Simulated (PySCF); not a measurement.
FH3LiN, SMILES [NH3]->[Li][F] (connectivity only; charge and spin as stated), neutral, multiplicity 1. Atoms are numbered in the order given.

```xyz
6

N      0.0000     0.0000    -1.7164
H      0.8147     0.4704    -2.0995
H      0.0000    -0.9408    -2.0995
H     -0.8147     0.4704    -2.0995
Li     0.0000     0.0000     0.3329
F      0.0000     0.0000     1.9238
```
Charge 0, spin multiplicity 1.

Coordinates come from a B3LYP-D3(BJ)/def2-TZVP optimisation.

These are PBE0/pcSseg-2 run with PySCF values and carry that method's errors.

GIAO shieldings, no solvent; atoms alike by connectivity are averaged. δ = σ(ref) − σ: ¹⁵N against NH3 (σ = 263.3 ppm); ¹H against TMS (σ = 31.54 ppm); ¹⁹F against CFCl3 (σ = 165.8 ppm), references at their B3LYP-D3(BJ)/def2-TZVP geometries, non-relativistic.

Computed chemical shifts:
```
nucleus       atoms  count  δ (ppm)
-------  ----------  -----  -------
¹⁵N              N1      1      3.6
¹H       H2, H3, H4      3     0.75
¹⁹F              F6      1   -203.9
```
